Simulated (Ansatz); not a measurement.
Cost and result for the atomization energy of `N[SiH2]O[SiH](N)Cl` (13 atoms, 12 bonds).

Z-matrix (Å, degrees):
```
Si
O 1 1.645
N 1 1.711 2 111.8
H 1 1.481 2 107.1 3 118.1
H 1 1.481 2 107.2 3 -121.1
Si 2 1.621 1 135.5 3 22.6
H 3 1.006 1 122.0 2 -93.5
H 3 1.005 1 121.5 2 111.5
N 6 1.697 2 109.9 1 -64.7
Cl 6 2.078 2 106.5 1 58.2
H 6 1.473 2 111.2 1 173.3
H 9 1.009 6 117.8 2 50.1
H 9 1.008 6 119.9 2 -168.2
```

Total charge 0; spin multiplicity 1. The structure was optimised at the PBE0-D4/def2-TZVP level. It is one conformer, not always the lowest. Program: Ansatz. All runs use 2 threads of an AMD EPYC 7R13 on a shared host and a share of an NVIDIA H100 80 GB. Times are those of one run each, without the atoms' runs, and a repeat can differ threefold. Electronic energies, without spin–orbit coupling; frozen cores. CCSD(T)/CBS adds CCSD(T) − MP2 in def2-TZVPP to the MP2 limit, and its time is that of the two runs behind it. T1 = 0.010. B3LYP takes the VWN-RPA correlation (the form of Gaussian; ORCA's B3LYP/G).

CCSD(T)/CBS is a level of theory with its own doubt, some kJ/mol a heavy atom from the limit and from the frozen cores, so smaller differences don't rank the functionals.

```tsv
level	functions	wall time
PBE-D4/def2-TZVPP (with forces)	317	4.2 s
ωB97M-V/def2-TZVPP (with forces)	317	9 s
r2SCAN-D4/def2-TZVPP (with forces)	317	9.5 s
PBE0-D4/def2-TZVPP	317	9.5 s
B3LYP-D4/def2-TZVPP (with forces)	317	9.5 s
MP2/def2-QZVPP	591	9.5 s
B2PLYP/def2-TZVPP	317	12 s
ωB97X-V/def2-TZVPP	317	12 s
CCSD(T)/def2-TZVPP	317	17 s
CCSD(T)/CBS(def2)	–	26 s
```

Task: What atomization energy does each give, and how far from CCSD(T)/CBS? (An estimate is asked.)

Result: Computed: 
```csv
level,atomization (kJ/mol),difference from CCSD(T)/CBS,per bond
PBE-D4/def2-TZVPP (with forces),4700.8,9.8,0.8
ωB97M-V/def2-TZVPP (with forces),4702.1,11.1,0.9
r2SCAN-D4/def2-TZVPP (with forces),4658.1,-32.9,-2.7
PBE0-D4/def2-TZVPP,4627.0,-64.0,-5.3
B3LYP-D4/def2-TZVPP (with forces),4671.9,-19.1,-1.6
MP2/def2-QZVPP,4706.5,15.5,1.3
B2PLYP/def2-TZVPP,4614.4,-76.6,-6.4
ωB97X-V/def2-TZVPP,4705.5,14.5,1.2
CCSD(T)/def2-TZVPP,4529.3,-161.7,-13.5
CCSD(T)/CBS(def2),4691.0,0.0,0.0
```

The D4 term adds +58.1 kJ/mol with B3LYP and +31.1 kJ/mol with PBE0; it sums over pairs of atoms, weighted by their polarisabilities, and B3LYP, whose exchange is more repulsive, gets the larger term. From PBE to PBE0 (25 % exact exchange), in def2-TZVPP and without D4, the atomization energy moves by −68.8 kJ/mol: exact exchange takes away binding that semilocal exchange gives to molecules. In def2-TZVPP, CCSD(T) changes the Hartree–Fock value by +1205.3 kJ/mol (the triples alone add +66.5 kJ/mol) and MP2 by +1284.6 kJ/mol; breaking electron pairs costs correlation energy, which Hartree–Fock lacks.
